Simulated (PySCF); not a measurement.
**CBr and its ions**

PBE0; basis C def2-TZVPPD, Br def2-TZVPPD; no relativity; PySCF 2.14. Neutral (UKS): doublet (π ↑), Re = 1.815 Å, ωe = 745 cm⁻¹, De = 3.74 eV, HOMO -6.49 eV, LUMO -3.52 eV.

CBr⁺ (UKS): singlet (closed shell), Re = 1.695 Å, ωe = 996 cm⁻¹, De = 6.33 eV to C⁺ + Br. The energies at the minima are -2611.75509 hartree for CBr and -2611.42726 for CBr⁺.

Problem. Work out the adiabatic ionisation energy, without and with harmonic zero-point energies (1 hartree = 27.2114 eV, 1 eV = 8065.5 cm⁻¹), and the change of the bond length.

Solution. At PBE0: 0.32783 hartree = 8.921 eV between the minima; the zero-point term (996.0 − 745.0)/2 cm⁻¹ = +0.016 eV makes it 8.936 eV. Re changes by -12.0 pm against the neutral. The electron leaves a π orbital, and the shorter bond of the ion fits an antibonding orbital, or a change in how ionic the bond is.

CBr⁻ (UKS): triplet (π ↑↑), Re = 2.032 Å, ωe = 439 cm⁻¹, De = 1.80 eV to C + Br⁻. The energies at the minima are -2611.75509 hartree for CBr and -2611.81110 for CBr⁻.

Problem. Work out the adiabatic electron affinity, without and with harmonic zero-point energies (1 hartree = 27.2114 eV, 1 eV = 8065.5 cm⁻¹), and the change of the bond length.

Solution. At PBE0: 0.05601 hartree = 1.524 eV between the minima; the zero-point term (745.0 − 439.0)/2 cm⁻¹ = +0.019 eV makes it 1.543 eV. Re changes by +21.7 pm against the neutral. The electron enters a π orbital, and the ion is left as a loose complex of an ion and an atom.

Spin–orbit coupling is left out. For an ion De counts to the pair picked by the measured ionisation energies or electron affinities, which need not be the lowest pair at this level. The highest Kohn–Sham level is positive in this anion. Much of that is self-interaction error, but it also means that the finite basis helps to hold the extra electron. States were picked by a PBE0 search and need not be the measured ground states.
